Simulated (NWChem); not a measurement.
System: vinylene carbonate (C3H2O3); SMILES O=c1occo1

Here is an NWChem input.

```
start job
memory heap 200 mb stack 900 mb global 1100 mb
geometry units angstroms noautosym nocenter noautoz
  O      0.000000     0.000000    -1.997115
  C      0.000000     0.000000    -0.801092
  O      0.000000     1.114600     0.018585
  C      0.000000     0.673803     1.325168
  C      0.000000    -0.673803     1.325168
  O      0.000000    -1.114600     0.018585
  H      0.000000     1.428056     2.116733
  H      0.000000    -1.428056     2.116733
end
basis spherical
  O library def2-svp
  C library def2-svp
  H library def2-svp
end
dft
  xc m05-2x
  iterations 150
end
cosmo
  dielec 2.4
end
task dft energy
```

NWChem printed, in part:

```
             Northwest Computational Chemistry Package (NWChem) 7.3.0
             --------------------------------------------------------

                             Geometry "geometry" -> ""
                             -------------------------

 Output coordinates in angstroms (scale by  1.889725989 to convert to a.u.)

  No.       Tag          Charge          X              Y              Z
 ---- ---------------- ---------- -------------- -------------- --------------
    1 O                    8.0000     0.00000000     0.00000000    -1.99711500
    2 C                    6.0000     0.00000000     0.00000000    -0.80109200
    3 O                    8.0000     0.00000000     1.11460000     0.01858500
    4 C                    6.0000     0.00000000     0.67380300     1.32516800
    5 C                    6.0000     0.00000000    -0.67380300     1.32516800
    6 O                    8.0000     0.00000000    -1.11460000     0.01858500
    7 H                    1.0000     0.00000000     1.42805600     2.11673300
    8 H                    1.0000     0.00000000    -1.42805600     2.11673300

 Effective nuclear repulsion energy (a.u.)     227.8158074727

                                 NWChem DFT Module
                                 -----------------

 Summary of "ao basis" -> "ao basis" (spherical)
 ------------------------------------------------------------------------------
       Tag                 Description            Shells   Functions and Types
 ---------------- ------------------------------  ------  ---------------------
 O                          def2-svp                 6       14   3s2p1d
 C                          def2-svp                 6       14   3s2p1d
 H                          def2-svp                 3        5   2s1p

 in cosmo_initialize ...

 solvent parameters
 solvname_short: unkn
 solvname_long:  unknown
 dielec:        2.4000

          ---------------
          -cosmo- solvent
          ---------------
 Cosmo: York-Karplus, doi: 10.1021/jp992097l
 dielectric constant -eps-     =   2.40
 screen = (eps-1)/(eps    )    =   0.58333
 surface charge correction     = lagrangian

   van der Waals surface
 --------------------------

 ---------- ATOMIC COORDINATES (A.U.) ------------ VDWR(ANG.) --
     1    0.00000000    0.00000000   -3.77400012     1.720
     2    0.00000000    0.00000000   -1.51384437     2.000
     3    0.00000000    2.10628859    0.03512056     1.720
     4    0.00000000    1.27330304    2.50420441     2.000
     5    0.00000000   -1.27330304    2.50420441     2.000
     6    0.00000000   -2.10628859    0.03512056     1.720
     7    0.00000000    2.69863454    4.00004536     1.300
     8    0.00000000   -2.69863454    4.00004536     1.300
 number of segments per atom =         32
 number of   points per atom =         32
 atom (   nspa,  nppa )
 ----------------------
    1 (     24,     0 )       0
    2 (     16,     0 )       0
    3 (     16,     0 )       0
    4 (     18,     0 )       0
    5 (     18,     0 )       0
    6 (     16,     0 )       0
    7 (     12,     0 )       0
    8 (     12,     0 )       0
 number of -cosmo- surface points =      132
 molecular surface =    101.409 angstrom**2
 molecular volume  =     86.125 angstrom**3
 G(cav/disp)       =      1.367 kcal/mol
 -lineq- algorithm             =   0
 -bem- low  level              =   2
 -bem- from -octahedral-
 gaussian surface charge width =   4.50000
 degree of switching           =   1.00000
 switching function tolerance  =   0.00010
 atomic radii =
 --------------
    1  8.000  1.720
    2  6.000  2.000
    3  8.000  1.720
    4  6.000  2.000
    5  6.000  2.000
    6  8.000  1.720
    7  1.000  1.300
    8  1.000  1.300
 ...... end of -cosmo- initialization ......

            General Information
            -------------------
          SCF calculation type: DFT
          Wavefunction type:  closed shell.
          No. of atoms     :     8
          No. of electrons :    44
           Alpha electrons :    22
            Beta electrons :    22
          Charge           :     0
          Spin multiplicity:     1
          Use of symmetry is: off; symmetry adaption is: off
          Maximum number of iterations: 150
          AO basis - number of functions:    94
                     number of shells:    42
          Convergence on energy requested:  1.00D-06
          Convergence on density requested:  1.00D-05
          Convergence on gradient requested:  5.00D-04

              XC Information
              --------------
                       M05-2X Method XC Functional
                     Hartree-Fock (Exact) Exchange  0.560
                M05-2X metaGGA Exchange Functional  0.440
                      M05-2X Correlation Potential  1.000

             Grid Information
             ----------------
          Grid used for XC integration:  medium
          Radial quadrature: Mura-Knowles
          Angular quadrature: Lebedev.
          Tag              B.-S. Rad. Rad. Pts. Rad. Cut. Ang. Pts.
          ---              ---------- --------- --------- ---------
          O                   0.60       49          11.0       434
          C                   0.70       49          10.0       434
          H                   0.35       45          10.0       434
          Grid pruning is: on
          Number of quadrature shells:   384
          Spatial weights used:  Erf1

      Superposition of Atomic Density Guess
      -------------------------------------

 Sum of atomic energies:        -337.94645122

      Non-variational initial energy
      ------------------------------

 Total energy =    -340.972054
 1-e energy   =    -914.197557
 2-e energy   =     345.409695
 HOMO         =      -0.234600
 LUMO         =       0.069619

   convergence    iter        energy       DeltaE   RMS-Dens  Diis-err
 ---------------- ----- ----------------- --------- --------- ---------
     COSMO gas phase
 d= 0,ls=0.0,diis     1   -340.6878825570 -5.69D+02  1.56D-02  1.47D+00
 d= 0,ls=0.0,diis     2   -340.6055806161  8.23D-02  9.30D-03  2.79D+00
 d= 0,ls=0.0,diis     3   -340.8553672321 -2.50D-01  1.85D-03  6.13D-02
 d= 0,ls=0.0,diis     4   -340.8600765967 -4.71D-03  6.43D-04  1.36D-02
 d= 0,ls=0.0,diis     5   -340.8612878677 -1.21D-03  1.71D-04  6.68D-04
  Resetting Diis
 d= 0,ls=0.0,diis     6   -340.8613517950 -6.39D-05  5.04D-05  2.44D-05
 d= 0,ls=0.0,diis     7   -340.8613555920 -3.80D-06  2.07D-05  1.71D-06
 d= 0,ls=0.0,diis     8   -340.8613557117 -1.20D-07  8.39D-06  1.53D-06

   convergence    iter        energy       DeltaE   RMS-Dens  Diis-err
 ---------------- ----- ----------------- --------- --------- ---------
     COSMO solvation phase
 d= 0,ls=0.0,diis     1   -340.8678047686 -6.45D-03  9.91D-04  2.14D-03
 d= 0,ls=0.0,diis     2   -340.8683093707 -5.05D-04  2.64D-04  1.36D-03
 d= 0,ls=0.0,diis     3   -340.8684136419 -1.04D-04  1.15D-04  2.07D-04
 d= 0,ls=0.0,diis     4   -340.8684347350 -2.11D-05  3.11D-05  2.01D-05
 d= 0,ls=0.0,diis     5   -340.8684365916 -1.86D-06  1.23D-05  1.70D-06
 d= 0,ls=0.0,diis     6   -340.8684367886 -1.97D-07  3.62D-06  1.71D-07

         Total DFT energy =     -340.868436788648
      One electron energy =     -916.041160873242
           Coulomb energy =      389.935511181984
    Exchange-Corr. energy =      -42.636056599156
 Nuclear repulsion energy =      227.815807472721

             COSMO energy =        0.057462029046

 Numeric. integr. density =       44.000000126753

                                   COSMO solvation results
                                   -----------------------

                 gas phase energy =      -340.861355711702
                 sol phase energy =      -340.868436788648
 (electrostatic) solvation energy =         0.007081076946 (    4.44 kcal/mol)

                       DFT Final Molecular Orbital Analysis
                       ------------------------------------

 Vector   20  Occ=2.000000D+00  E=-4.645589D-01
              MO Center= -2.4D-10,  8.0D-09, -8.5D-01, r^2= 2.7D+00
   Bfn.  Coefficient  Atom+Function         Bfn.  Coefficient  Atom+Function
  ----- ------------  ---------------      ----- ------------  ---------------
     4      0.457411  1 O  px                 7      0.305561  1 O  px
    18      0.266581  2 C  px                46     -0.202833  4 C  px
    60     -0.202833  5 C  px                32     -0.140879  3 O  px
    74     -0.140879  6 O  px                21      0.137239  2 C  px
    49     -0.121663  4 C  px                63     -0.121663  5 C  px

 Vector   21  Occ=2.000000D+00  E=-4.047043D-01
              MO Center=  2.8D-10,  2.6D-09, -1.5D+00, r^2= 1.7D+00
   Bfn.  Coefficient  Atom+Function         Bfn.  Coefficient  Atom+Function
  ----- ------------  ---------------      ----- ------------  ---------------
     5      0.586208  1 O  py                 8      0.390783  1 O  py
    22      0.165557  2 C  py                34      0.144580  3 O  pz
    76     -0.144580  6 O  pz                33      0.130869  3 O  py
    75      0.130869  6 O  py                31     -0.128370  3 O  s
    73      0.128370  6 O  s                 37      0.112317  3 O  pz

 Vector   22  Occ=2.000000D+00  E=-3.166650D-01
              MO Center= -7.1D-10,  1.5D-10,  5.8D-01, r^2= 2.8D+00
   Bfn.  Coefficient  Atom+Function         Bfn.  Coefficient  Atom+Function
  ----- ------------  ---------------      ----- ------------  ---------------
    46      0.355722  4 C  px                60      0.355722  5 C  px
     4      0.251199  1 O  px                32     -0.247630  3 O  px
    74     -0.247630  6 O  px                49      0.243973  4 C  px
    63      0.243973  5 C  px                35     -0.213211  3 O  px
    77     -0.213211  6 O  px                 7      0.208821  1 O  px

 Vector   23  Occ=0.000000D+00  E= 4.270774D-02
              MO Center=  1.6D-10, -1.6D-09,  1.3D+00, r^2= 2.1D+00
   Bfn.  Coefficient  Atom+Function         Bfn.  Coefficient  Atom+Function
  ----- ------------  ---------------      ----- ------------  ---------------
    49      0.664511  4 C  px                63     -0.664511  5 C  px
    46      0.441922  4 C  px                60     -0.441922  5 C  px
    35     -0.213725  3 O  px                77      0.213725  6 O  px
    32     -0.176302  3 O  px                74      0.176302  6 O  px

 Vector   24  Occ=0.000000D+00  E= 6.389317D-02
              MO Center= -6.4D-09,  2.9D-09, -9.0D-01, r^2= 1.7D+00
   Bfn.  Coefficient  Atom+Function         Bfn.  Coefficient  Atom+Function
  ----- ------------  ---------------      ----- ------------  ---------------
    18      0.608095  2 C  px                21      0.581790  2 C  px
     7     -0.428064  1 O  px                 4     -0.371286  1 O  px
    35     -0.259041  3 O  px                77     -0.259041  6 O  px
    32     -0.248881  3 O  px                74     -0.248881  6 O  px
    49      0.055856  4 C  px                63      0.055856  5 C  px

 Vector   25  Occ=0.000000D+00  E= 1.284295D-01
              MO Center=  1.0D-10, -3.0D-09,  5.0D-01, r^2= 3.4D+00
   Bfn.  Coefficient  Atom+Function         Bfn.  Coefficient  Atom+Function
  ----- ------------  ---------------      ----- ------------  ---------------
    17      1.075902  2 C  s                 31     -0.931499  3 O  s
    73     -0.931499  6 O  s                 45      0.598741  4 C  s
    59      0.598741  5 C  s                  3     -0.562601  1 O  s
    51     -0.550479  4 C  pz                65     -0.550479  5 C  pz
    36      0.248048  3 O  py                50      0.247105  4 C  py

     Multipole analysis of the density
     ---------------------------------

     L   x y z        total         alpha         beta         nuclear
     -   - - -        -----         -----         ----         -------
     0   0 0 0     -0.000000    -22.000000    -22.000000     44.000000

     1   1 0 0      0.000000      0.000000      0.000000      0.000000
     1   0 1 0     -0.000000     -0.000000     -0.000000      0.000000
     1   0 0 1      2.114470      1.388532      1.388532     -0.662595

     2   2 0 0    -24.550153    -12.275076    -12.275076      0.000000
     2   1 1 0     -0.000000     -0.000000     -0.000000      0.000000
     2   1 0 1     -0.000000     -0.000000     -0.000000      0.000000
     2   0 2 0    -24.283568    -64.643829    -64.643829    105.004090
     2   0 1 1      0.000000      0.000000      0.000000      0.000000
     2   0 0 2    -24.672684   -129.820293   -129.820293    234.967901
```

Level: M05-2X/def2-SVP, COSMO on the gas-phase geometry. Structure relaxed at the PBE-D3(BJ)/def2-SVP level. COSMO prints the solvation energy as gas minus solution, so a positive value is a stabilisation.
